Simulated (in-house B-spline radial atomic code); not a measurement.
Inner levels of selenium as electrons are removed. A shift is the extra binding of the orbital against the neutral atom ([Ar] 3d10 4s2 4p4). The density at the nucleus is averaged over the nuclear charge. Computed with an all-electron radial atomic-structure program (B-spline basis): Dirac-Hartree-Fock, average of the configuration, finite nuclei.

| ion | configuration | shift of 2s1/2 (eV) | shift of 2p3/2 (eV) | shift of 1s1/2 (eV) | radius of 2s1/2 (bohr) | radius of 2p3/2 (bohr) | radius of 1s1/2 (bohr) | Σ<r²> (bohr²) | change of density at nucleus (bohr⁻³) |
| --- | --- | --- | --- | --- | --- | --- | --- | --- | --- |
| Se12+ | [Ar] 3d4 | 349.6 | 349.77 | 347.97 | 0.19444 | 0.17154 | 0.04407 | 4.1837 | 52.417 |
| Se13+ | [Ar] 3d3 | 401.65 | 401.89 | 399.83 | 0.19427 | 0.17135 | 0.044072 | 3.7502 | 74.833 |
| Se14+ | [Ar] 3d2 | 455.99 | 456.33 | 454.15 | 0.19407 | 0.17112 | 0.044074 | 3.3547 | 98.896 |
| Se15+ | [Ar] 3d1 | ? | ? | ? | ? | ? | ? | ? | ? |
| Se16+ | [Ne] 3s2 3p6 | 571.38 | 572.04 | 570.13 | 0.19361 | 0.1706 | 0.044078 | 2.6598 | 151.96 |
| Se17+ | [Ne] 3s2 3p5 | 628.43 | 629.65 | 634.16 | 0.1933 | 0.17059 | 0.044071 | 2.3134 | 184.43 |
| Se18+ | [Ne] 3s2 3p4 | ? | ? | ? | ? | ? | ? | ? | ? |
| Se19+ | [Ne] 3s2 3p3 | 746.67 | 749.17 | 767.8 | 0.19265 | 0.16998 | 0.044058 | 1.6719 | 253.17 |
| Se20+ | [Ne] 3s2 3p2 | ? | ? | ? | ? | ? | ? | ? | ? |
| Se21+ | [Ne] 3s2 3p1 | 870.34 | 874.34 | 908.84 | 0.19192 | 0.16931 | 0.044043 | 1.0916 | 327.01 |
| Se22+ | [Ne] 3s2 | 934.18 | 939.03 | 982.12 | 0.19153 | 0.16894 | 0.044034 | 0.82198 | 365.85 |
| Se23+ | [Ne] 3s1 | 995.42 | 1002.98 | 1053.08 | 0.19154 | 0.16861 | 0.044032 | 0.55326 | -31.548 |
| Se24+ | [He] 2s2 2p6 | 1057.7 | 1068.07 | 1125.5 | 0.19132 | 0.16827 | 0.044029 | 0.29507 | -449.5 |
| Se25+ | [He] 2s2 2p5 | 1176.83 | 1205.68 | 1307.77 | 0.1895 | 0.16591 | 0.043985 | 0.2544 | -338.28 |
| Se26+ | [He] 2s2 2p4 | 1298.17 | 1346.19 | 1494.41 | 0.1877 | 0.16363 | 0.043938 | 0.21597 | -223.79 |
| Se27+ | [He] 2s2 2p3 | 1421.72 | 1489.58 | 1685.39 | 0.18594 | 0.16141 | 0.04389 | 0.17961 | -106.04 |

(1) Fill in the row of Se15+.

(2) Fill in the row of Se18+.

(3) Fill in the row of Se20+.

Answers

(1) shift of 2s1/2 (eV): 512.58; shift of 2p3/2 (eV): 513.05; shift of 1s1/2 (eV): 510.92; radius of 2s1/2 (bohr): 0.19385; radius of 2p3/2 (bohr): 0.17087; radius of 1s1/2 (bohr): 0.044076; Σ<r²> (bohr²): 2.9926; change of density at nucleus (bohr⁻³): 124.61.

(2) shift of 2s1/2 (eV): 686.87; shift of 2p3/2 (eV): 688.7; shift of 1s1/2 (eV): 700.05; radius of 2s1/2 (bohr): 0.19298; radius of 2p3/2 (bohr): 0.17029; radius of 1s1/2 (bohr): 0.044065; Σ<r²> (bohr²): 1.9845; change of density at nucleus (bohr⁻³): 218.16.

(3) shift of 2s1/2 (eV): 807.83; shift of 2p3/2 (eV): 811.05; shift of 1s1/2 (eV): 837.4; radius of 2s1/2 (bohr): 0.19229; radius of 2p3/2 (bohr): 0.16965; radius of 1s1/2 (bohr): 0.044051; Σ<r²> (bohr²): 1.3746; change of density at nucleus (bohr⁻³): 289.45.
